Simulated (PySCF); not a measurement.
# H₂WO + NH₃ → H₃WN + H₂O

Level: PBE0 in the def2-TZVP basis family, computed in PySCF with density fitting; scalar-relativistic core potentials for atoms from Rb on, none lighter, no spin–orbit coupling; open shells unrestricted.

| species | state and structure | E (Eh) | ZPE (kJ/mol) | H(298 K) − H(0) (kJ/mol) | S° (J/(mol K)) |
| --- | --- | --- | --- | --- | --- |
| H₂WO | triplet, C2v, W–H 1.749 Å (×2), W–O 1.676 Å; H–W–H 127.0°, H–W–O 116.5° (×2) | -143.42256 | 38.9 | 11.8 | 274.7 |
| NH₃ | singlet, C3v, N–H 1.013 Å (×3); H–N–H 107.1° (×3) | -56.51312 | 90.6 | 10.0 | 192.4 |
| H₃WN | singlet, C3v, W–H 1.715 Å (×3), W–N 1.649 Å; H–W–H 118.0° (×3), H–W–N 98.2° (×3) | -123.52927 | 65.7 | 11.2 | 259.6 |
| H₂O | singlet, C2v, O–H 0.960 Å (×2); H–O–H 105.1° | -76.37736 | 56.5 | 9.9 | 188.7 |

Question: What is the electronic reaction energy?

Answer: At PBE0/def2-TZVP, ΔE = 76.3 kJ/mol from the differences of the total energies times 2625.5, uphill. 

Question: Add zero-point, thermal and entropy terms for 298.15 K and 1 bar.

Answer: ΔZPE = -7.3 and Δ[H(298) − H(0)] = -0.7 kJ/mol give ΔH° = 68.3 kJ/mol. ΔS° = -18.8 J/(mol K), so ΔG° = 68.3 − 298.15 × (-0.0188) = 74 kJ/mol and log₁₀K = -12.9.

Spin–orbit coupling can matter for H₂WO, H₃WN and is left out. Open d or f shells are single determinants, so the state found may not be the ground state. Only the bonding shown was studied: isomers, or loss of a ligand pair, can lie lower.
